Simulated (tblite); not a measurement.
A tight-binding relaxation on `C([BH2-][NH2+]C)SC`.

Computed with GFN2-xTB geometry optimisation, gas phase (tblite 0.8.0). Start geometry: from a force field or distance geometry. A driver script takes a list of jobs; this job's settings line and coordinates (Å) are shown.

Command:
```bash
OMP_NUM_THREADS=1 python probes_run.py task.json out
```

Input:
```
{"job": {"kind": "relax", "xc": "GFN2-xTB", "basis": "xTB"}, "charge": 0, "multiplicity": 1}
C     -2.844300    -0.217100     0.219400
N     -1.528500    -0.407400    -0.358300
B     -0.538500     0.119400     0.694900
C      0.718600     0.840700     0.056700
S      1.723300    -0.320300    -0.922200
C      3.371200    -0.330100    -0.193900
H     -2.715500    -0.273900     1.326200
H     -3.568400    -0.956800    -0.144400
H     -3.167600     0.812600    -0.019400
H     -1.460400     0.081300    -1.263000
H     -1.419100    -1.454700    -0.460400
H     -0.261600    -0.738400     1.469100
H     -1.155500     0.949500     1.332800
H      0.383500     1.695600    -0.530000
H      1.355600     1.172200     0.924900
H      3.638300    -1.367900     0.090800
H      4.134300     0.180500    -0.809000
H      3.325800     0.221100     0.779800
```

Task: What does the run print?

Result: 
```
step      E/eV     max force
  0    -541.59753    2.125
  1    -541.82146    1.042
  2    -541.90908    0.614
  3    -541.98180    0.571
  4    -542.03891    0.538
  5    -542.07010    0.356
  6    -542.08841    0.289
  7    -542.10521    0.303
  8    -542.12502    0.402
  9    -542.14675    0.472
... (195 lines left out)
205    -542.53121    0.015
206    -542.53125    0.016
207    -542.53129    0.018
208    -542.53135    0.016
209    -542.53141    0.018
210    -542.53148    0.015
211    -542.53154    0.016
212    -542.53159    0.015
213    -542.53162    0.012
214    -542.53164    0.006
```

«max force» is the largest atomic force in eV/Å.

Task: From which step on does the largest force stay under 0.1 eV/Å, and how much energy is left to gain from there?

Result: From step 147 (0.089 eV/Å), 17.0 meV above the end.

Main results: energy lowered by 21.5 kcal/mol over 214 steps; largest atomic force 0.006 eV/Å at the end.

Time: 2.0 s wall. Hardware: Arm Neoverse N1, one thread, shared host with 64 logical CPUs at a one-minute load of 55.
Labels such as C1 count atoms from 1, the log's own numbers from 0.
